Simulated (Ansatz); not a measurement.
Basis-set series for CH₃FGeS, SMILES `C[S][Ge][F]`. Charge 0, multiplicity 1. The structure was optimised at the PBE0-D4/def2-TZVP level. It is one conformer, not always the lowest.

Z-matrix (Å, degrees):
```
C
S 1 1.812
H 1 1.089 2 108.4
H 1 1.089 2 108.4 3 118.7
H 1 1.088 2 110.6 3 -120.7
Ge 2 2.225 1 106.6 3 120.8
F 6 1.769 2 98.8 1 -0.0
```

| functional | basis | functions | energy (Eh) | HOMO (eV) | LUMO (eV) |
| --- | --- | --- | --- | --- | --- |
| PBE0-D4 | def2-TZVPP | 194 | -2614.54803 | -7.37 | -2.20 |
| PBE0-D4 | def2-QZVPP | 363 | -2614.61306 | -7.41 | -2.26 |
| ωB97M-V | def2-TZVPP | 194 | -2614.90729 | -9.44 | -0.28 |
| ωB97M-V | def2-QZVPP | 363 | -2614.97019 | -9.48 | -0.40 |

Task: Give the rows for def2-SVP. (An estimate is asked.)

Result: The calculation gave: 
```tsv
functional	basis	functions	energy (Eh)	HOMO (eV)	LUMO (eV)
PBE0-D4	def2-SVP	93	-2613.97570	-7.34	-2.12
ωB97M-V	def2-SVP	93	-2614.33145	-9.37	-0.16
```

Scalar relativity is left out up to krypton.

Program: Ansatz 0.2.0.
